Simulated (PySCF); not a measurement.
# A small calculation by hand: dipole moment from atomic charges

Al(CF3)(F)(OH) (CHAlF4O), SMILES [OH][Al]([F])[C](F)(F)F. Atoms are numbered in the order given.

```xyz
8

Al    -0.0184     0.2500     0.9779
C      0.0057    -0.2217    -0.9697
F     -0.4762     0.7556    -1.7540
F     -0.7282    -1.3210    -1.2240
F      1.2551    -0.4830    -1.3985
F     -0.5576     1.7451     1.4442
O      0.5216    -0.9128     2.0601
H      0.5930    -0.8890     3.0146
```

The structure is a stationary point at PBE0-D3(BJ)/def2-SVP. The values are those of a single conformer.

Charges (e) from ωB97X/def2-TZVP (PySCF):

| atom | IAO | Mulliken |
|---|---|---|
| Al1 | 1.387 | 0.782 |
| C2 | 0.484 | 0.292 |
| F3 | -0.282 | -0.172 |
| F4 | -0.286 | -0.176 |
| F5 | -0.286 | -0.177 |
| F6 | -0.568 | -0.333 |
| O7 | -0.828 | -0.552 |
| H8 | 0.380 | 0.337 |

The dipole moment of the full density is 2.70 D.

### Question
What dipole moment does each set of point charges give, and which comes closer to that of the density?

### Answer

μ = Σ q r, and 1 e Å = 4.8032 D.
IAO: Σ q r = (0.071, -0.031, 0.751) e Å, |μ| = 3.63 D.
Mulliken: Σ q r = (0.073, -0.058, 0.644) e Å, |μ| = 3.13 D.
Mulliken comes closer in size. Point charges leave out the atoms' own dipoles (lone pairs, polarised bonds); fits to the potential absorb them, partitions of the density don't.
